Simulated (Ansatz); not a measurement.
Sn(vinyl)3(NMe2) (C8H15NSn). Charge 0, multiplicity 3. Geometry PBE-D4/def2-SVP, that of the neutral singlet; atoms count from 1.

```xyz
25

Sn   -0.0659   -0.1388    0.1544
C     1.9871   -0.1706    0.8494
C     2.6242   -1.3224    1.1324
H     2.5244    0.7877    0.9730
H     2.1324   -2.3063    1.0255
H     3.6718   -1.3451    1.4870
C    -1.3241    0.6576    1.7095
C    -0.9149    0.7379    2.9894
H    -2.3425    0.9930    1.4409
H     0.0943    0.4156    3.3035
H    -1.5664    1.1319    3.7912
C    -0.6567   -2.1371   -0.3925
C    -1.5173   -2.8489    0.3597
H    -0.2295   -2.5981   -1.3025
H    -1.9714   -2.4403    1.2810
H    -1.8143   -3.8801    0.0930
N    -0.3834    1.0814   -1.4957
C     0.0633    0.6239   -2.7939
C    -0.2304    2.5083   -1.3066
H    -0.5111    1.1336   -3.6055
H    -0.1136   -0.4656   -2.9127
H     1.1490    0.8151   -3.0087
H    -0.6114    2.8176   -0.3100
H     0.8268    2.8791   -1.3909
H    -0.8205    3.0707   -2.0708
```

In the def2 sets Sn takes a core potential; there is no spin–orbit coupling. Single mean-field runs in def2-TZVP are fitted with def2-universal-jkfit. At PBE0-D4/def2-TZVP a singlet of charge 0 lies 4.08 eV below the triplet at the same geometry.

(1) Estimate the Mulliken populations from the PBE0/def2-TZVP orbitals of Ansatz.

(2) Where does the spin sit?

(3) And the Mayer bond orders between heavy atoms (over 0.3)?

Answers

(1) 
```json
{"atom": "Sn1", "charge (e)": "0.78", "spin (α − β)": "0.49"}
{"atom": "C2", "charge (e)": "-0.43", "spin (α − β)": "0.10"}
{"atom": "C3", "charge (e)": "-0.29", "spin (α − β)": "0.23"}
{"atom": "H4", "charge (e)": "0.11", "spin (α − β)": "0.01"}
{"atom": "H5", "charge (e)": "0.13", "spin (α − β)": "-0.01"}
{"atom": "H6", "charge (e)": "0.11", "spin (α − β)": "0.00"}
{"atom": "C7", "charge (e)": "-0.47", "spin (α − β)": "-0.02"}
{"atom": "C8", "charge (e)": "-0.26", "spin (α − β)": "0.15"}
{"atom": "H9", "charge (e)": "0.11", "spin (α − β)": "0.00"}
{"atom": "H10", "charge (e)": "0.14", "spin (α − β)": "-0.01"}
{"atom": "H11", "charge (e)": "0.12", "spin (α − β)": "0.00"}
{"atom": "C12", "charge (e)": "-0.45", "spin (α − β)": "-0.01"}
{"atom": "C13", "charge (e)": "-0.25", "spin (α − β)": "0.09"}
{"atom": "H14", "charge (e)": "0.11", "spin (α − β)": "0.00"}
{"atom": "H15", "charge (e)": "0.14", "spin (α − β)": "-0.01"}
{"atom": "H16", "charge (e)": "0.12", "spin (α − β)": "0.00"}
{"atom": "N17", "charge (e)": "0.03", "spin (α − β)": "0.75"}
{"atom": "C18", "charge (e)": "-0.33", "spin (α − β)": "-0.03"}
{"atom": "C19", "charge (e)": "-0.34", "spin (α − β)": "-0.03"}
{"atom": "H20", "charge (e)": "0.15", "spin (α − β)": "0.04"}
{"atom": "H21", "charge (e)": "0.14", "spin (α − β)": "0.02"}
{"atom": "H22", "charge (e)": "0.16", "spin (α − β)": "0.09"}
{"atom": "H23", "charge (e)": "0.16", "spin (α − β)": "0.03"}
{"atom": "H24", "charge (e)": "0.15", "spin (α − β)": "0.09"}
{"atom": "H25", "charge (e)": "0.15", "spin (α − β)": "0.04"}
```
Mulliken values depend strongly on the basis.

(2) Summed by element: Sn 0.49, C 0.47, H 0.29, N 0.75, of 2 unpaired in all. Largest on single atoms: N17 0.75, Sn1 0.49, C3 0.23.

(3) Sn1–C2 0.98 (2.17 Å); Sn1–C7 0.96 (2.15 Å); Sn1–C12 0.90 (2.15 Å); C2–C3 1.75 (1.35 Å); C7–C8 1.82 (1.35 Å); C12–C13 1.89 (1.35 Å); N17–C18 0.99 (1.45 Å); N17–C19 0.99 (1.45 Å).
